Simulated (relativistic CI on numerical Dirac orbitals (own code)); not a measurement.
**Radial parameters of Pb LXXIX**

These numbers are calculated, not measured: Dirac-Coulomb-Breit CI, KLI orbitals optimised for each configuration, model QED, unscaled Slater integrals (own radial code, finite nucleus).

Slater integrals F^k, G^k are unscaled and averaged over j, outside the closed core 1s2; ζ comes from projecting the Hamiltonian with its Breit term on Σ l·s of the shell.

- 2s.2p: G^1(2s,2p) = 1.7478e+06, ζ(2p) = 1.2828e+07 cm⁻¹; <r>(2s) = 0.06426, <r^2>(2s) = 0.004934, <r>(2p) = 0.05769, <r^2>(2p) = 0.004075 (bohr units).
- 2p2: F^2(2p,2p) = 1.6137e+06, ζ(2p) = 1.2806e+07 cm⁻¹; <r>(2p) = 0.05774, <r^2>(2p) = 0.004081 (bohr units).
- 2p.3s: ζ(2p) = 1.2937e+07, G^1(2p,3s) = 181260 cm⁻¹; <r>(2p) = 0.05757, <r^2>(2p) = 0.004058, <r>(3s) = 0.1512, <r^2>(3s) = 0.02624 (bohr units).

Averages of the first 10 configurations, taken without configuration mixing, which lowers the lowest level and can move excited configurations by several eV; other configurations of the list can lie among them:

```csv
Configuration,Parity,States,Average energy above the lowest level (eV)
2s2,even,1,11.5
2s.2p,odd,12,1830.7
2p2,even,15,3722.4
2p.3s,odd,12,15851.2
2p.3p,even,36,16399.4
2s.3s,even,4,13999.7
2s.3p,odd,12,14555.5
2s.3d,even,20,14942.1
2s.4s,even,4,18754.6
2s.4p,odd,12,18984.9
```
